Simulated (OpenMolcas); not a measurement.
Fe4+ (d4) in a complex was computed by SS-CASPT2, IPEA 0.25 Eh, imaginary shift 0.1 Eh with the d shell active (OpenMolcas, ANO-RCC-VTZP on the metal). Its lowest spin-free states, and all those of the highest spin:

```csv
2S+1,Degeneracy,E (cm-1)
3,3,0
5,2,3080
1,3,6830
1,2,7180
1,1,12010
3,2,14590
3,3,17430
3,3,18390
3,1,19220
3,1,20060
1,1,21260
1,3,21490
5,3,30120
```

Q: Is the site octahedral, tetrahedral or cube-like, axial, or of lower symmetry?

A: The states with 2S+1 = 5 have orbital degeneracies 2, 3. Threefold states need a cubic site. For d4 at this spin an octahedron puts the twofold E below the threefold T2 and a tetrahedron or cube puts the threefold T2 below the twofold E, so the site is octahedral. The first gap at this spin, 27000 cm-1, is |10Dq| in ligand-field theory. The run had Fe4+ with 6 ligands (fluoride) in octahedral coordination (Oh) at 1.9 Å. A charge of +0.333 e stands 2.8 Å behind each ligand. Ligand basis ANO-RCC-VDZP.

Roots that are degenerate in the reference are averaged as groups; the widest CASPT2 spread within a group is 1500 cm-1 (the 2-fold group of multiplicity 1 near 45700 cm-1 above the lowest state of its run). Shifts and gaps below about the spread of the groups concerned are not significant. Over all roots computed the reference weight is 0.59 to 0.66; the roots of lowest weight are the least certain, and an intruder state may touch them. An orbital triplet at a regular site is open to Jahn-Teller coupling, which can distort the site and quench the lowest spin-orbit gaps and is left out. This shell can be high or low spin here, a state of another spin lies low, and with metal d orbitals alone active their balance is uncertain, so the ground spin may be wrong, although the usual error favours high spin. The least metal-like active orbital is 78 % on the metal (Löwdin) and no ligand orbital is active, so the numbers are rough. Ligand-to-metal charge-transfer states are missing. With no ligand orbital active B as a rule stays too high, so bands that hang on it stand too high and its fall with covalency is understated. With one d shell and no ligand orbital active, 10Dq can be off by a tenth or more. No measured value stands beside these numbers; the geometry is a model, was not optimised and need not be the one that this ion takes.
